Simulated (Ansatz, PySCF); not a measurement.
C6H6, SMILES C#C/C=C\C=C. Atoms are numbered in the order given.

```xyz
12

C     -0.8682     2.5760     0.0000
C      0.0035     1.7284     0.0000
C      1.0467     0.7628     0.0000
C      0.8629    -0.5818     0.0000
C     -0.4243    -1.2504     0.0000
C     -0.5716    -2.5869     0.0000
H     -1.6400     3.3220     0.0000
H      2.0695     1.1548     0.0000
H      1.7531    -1.2195     0.0000
H     -1.3097    -0.6056     0.0000
H      0.2953    -3.2554     0.0000
H     -1.5595    -3.0532     0.0000
```
Charge 0, spin multiplicity 1.

Geometry: B3LYP-D3(BJ)/def2-SVP. One conformer was computed; it need not be the lowest.

Two levels are set side by side: PBE-D3(BJ)/def2-SVP (Ansatz, a program for electronic structure) and B3LYP-D3(BJ)/def2-SVP (Ansatz). Each level has its own optimised geometry; the coordinates shown are those of the second. Frequencies come from the Hessian of PySCF at each geometry. Differences are taken from unrounded values.

```json
[
 {"quantity": "mean bond length (Å)", "B3LYP-D3(BJ)": "1.212", "PBE-D3(BJ)": "1.219", "PBE-D3(BJ) minus B3LYP-D3(BJ)": "0.007"},
 {"quantity": "bond C1–C2 (Å)", "B3LYP-D3(BJ)": "1.216", "PBE-D3(BJ)": "1.228", "PBE-D3(BJ) minus B3LYP-D3(BJ)": "0.013"},
 {"quantity": "bond C2–C3 (Å)", "B3LYP-D3(BJ)": "1.422", "PBE-D3(BJ)": "1.418", "PBE-D3(BJ) minus B3LYP-D3(BJ)": "-0.003"},
 {"quantity": "bond C3–C4 (Å)", "B3LYP-D3(BJ)": "1.357", "PBE-D3(BJ)": "1.370", "PBE-D3(BJ) minus B3LYP-D3(BJ)": "0.013"},
 {"quantity": "bond C4–C5 (Å)", "B3LYP-D3(BJ)": "1.451", "PBE-D3(BJ)": "1.448", "PBE-D3(BJ) minus B3LYP-D3(BJ)": "-0.002"},
 {"quantity": "bond C5–C6 (Å)", "B3LYP-D3(BJ)": "1.345", "PBE-D3(BJ)": "1.355", "PBE-D3(BJ) minus B3LYP-D3(BJ)": "0.010"},
 {"quantity": "bond C1–H7 (Å)", "B3LYP-D3(BJ)": "1.073", "PBE-D3(BJ)": "1.081", "PBE-D3(BJ) minus B3LYP-D3(BJ)": "0.007"},
 {"quantity": "bond C3–H8 (Å)", "B3LYP-D3(BJ)": "1.095", "PBE-D3(BJ)": "1.104", "PBE-D3(BJ) minus B3LYP-D3(BJ)": "0.009"},
 {"quantity": "bond C4–H9 (Å)", "B3LYP-D3(BJ)": "1.095", "PBE-D3(BJ)": "1.103", "PBE-D3(BJ) minus B3LYP-D3(BJ)": "0.008"},
 {"quantity": "bond C5–H10 (Å)", "B3LYP-D3(BJ)": "1.095", "PBE-D3(BJ)": "1.104", "PBE-D3(BJ) minus B3LYP-D3(BJ)": "0.009"},
 {"quantity": "bond C6–H11 (Å)", "B3LYP-D3(BJ)": "1.095", "PBE-D3(BJ)": "1.103", "PBE-D3(BJ) minus B3LYP-D3(BJ)": "0.008"},
 {"quantity": "bond C6–H12 (Å)", "B3LYP-D3(BJ)": "1.093", "PBE-D3(BJ)": "1.100", "PBE-D3(BJ) minus B3LYP-D3(BJ)": "0.008"},
 {"quantity": "highest harmonic wavenumber (cm⁻¹)", "B3LYP-D3(BJ)": "3471", "PBE-D3(BJ)": "3407", "PBE-D3(BJ) minus B3LYP-D3(BJ)": "-64"},
 {"quantity": "mean harmonic wavenumber (cm⁻¹)", "B3LYP-D3(BJ)": "1387", "PBE-D3(BJ)": "1347", "PBE-D3(BJ) minus B3LYP-D3(BJ)": "-40"},
 {"quantity": "zero-point energy (kcal/mol)", "B3LYP-D3(BJ)": "59.50", "PBE-D3(BJ)": "57.79", "PBE-D3(BJ) minus B3LYP-D3(BJ)": "-1.72"}
]
```

GGA bonds tend to be longer and softer than those of functionals with exact exchange. Differences between two approximate levels are no errors against the true value.
